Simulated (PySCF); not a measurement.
CH5AlFNO, SMILES [NH](C)[Al]([F])[OH].

The structure is a stationary point at r2SCAN-D4/def2-SVP. The structure was generated by enumeration; whether it is a known compound was not checked. The values are those of a single conformer.

All values below come from TDDFT-PBE/def2-SVPD run with PySCF.

Vertical excitations.  State labels are in the subgroup Cs.

Problem. Estimate the UV-visible absorptions. (An estimate is asked for; the answer gives what the named calculation found.)

Solution. 
```
state  symmetry  energy (eV)  λ (nm)      f         main pairs
-----  --------  -----------  ------  -----  -----------------
S1           A"         4.24     292  0.014    HOMO→LUMO 100 %
S2           A"         5.93     209  0.001   HOMO→LUMO+2 97 %
S3           A"         6.01     206  0.017   HOMO→LUMO+3 97 %
S4           A'         6.20     200  0.109   HOMO→LUMO+1 94 %
S5           A"         6.44     193  0.047   HOMO−1→LUMO 98 %
S6           A'         6.71     185  0.032   HOMO−2→LUMO 97 %
S7           A"         6.72     185  0.000   HOMO→LUMO+4 99 %
S8           A"         7.17     173  0.012   HOMO→LUMO+5 99 %
S9           A'         7.20     172  0.056   HOMO−3→LUMO 96 %
S10          A"         7.65     162  0.004  HOMO→LUMO+6 100 %
T1           A"         4.00     310      0     HOMO→LUMO 99 %
T2           A'         5.32     233      0   HOMO→LUMO+1 99 %
T3           A"         5.81     214      0   HOMO→LUMO+2 94 %
T4           A"         5.88     211      0   HOMO→LUMO+3 93 %
```
Triplets are in the Tamm–Dancoff approximation, which puts them higher than full response would, so one can lie above its singlet here.
